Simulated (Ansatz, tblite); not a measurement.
Removing an electron: Se(GeH3)2 (Ge₂H₆Se). The state is a singlet with charge 0. Geometry: PBE0-D4/def2-SVP. Ansatz, gas phase; energy differences of separate SCF runs; the oxidised species was run as a doublet alone.

| atom | x (Å) | y (Å) | z (Å) |
| --- | --- | --- | --- |
| Se1 | -0.398 | 0.579 | -1.459 |
| Ge2 | 0.169 | -1.583 | -0.715 |
| H3 | 0.157 | -2.471 | -1.968 |
| H4 | -0.865 | -2.080 | 0.313 |
| H5 | 1.569 | -1.572 | -0.072 |
| Ge6 | -0.187 | 1.609 | 0.650 |
| H7 | -0.581 | 3.078 | 0.436 |
| H8 | 1.267 | 1.504 | 1.149 |
| H9 | -1.130 | 0.936 | 1.665 |

The xTB rows come from tblite.

```json
{"level": "GFN1-xTB", "−HOMO (eV)": "11.70", "vertical IE (eV)": "14.62", "−LUMO (eV)": "7.03", "HOMO–LUMO gap (eV)": "4.67"}
{"level": "GFN2-xTB", "−HOMO (eV)": "10.30", "vertical IE (eV)": "13.18", "−LUMO (eV)": "5.76", "HOMO–LUMO gap (eV)": "4.54"}
{"level": "PBE-D4/def2-TZVP", "−HOMO (eV)": "5.74", "vertical IE (eV)": "8.69", "−LUMO (eV)": "1.20", "HOMO–LUMO gap (eV)": "4.54"}
{"level": "r2SCAN-D4/def2-TZVP", "−HOMO (eV)": "6.01", "vertical IE (eV)": "8.78", "−LUMO (eV)": "0.91", "HOMO–LUMO gap (eV)": "5.10"}
{"level": "PBE0-D4/def2-TZVP", "−HOMO (eV)": "6.87", "vertical IE (eV)": "8.81", "−LUMO (eV)": "0.35", "HOMO–LUMO gap (eV)": "6.52"}
```

  Raw xTB energy differences between charge states are shifted by several eV; the methods need an empirical correction for them.
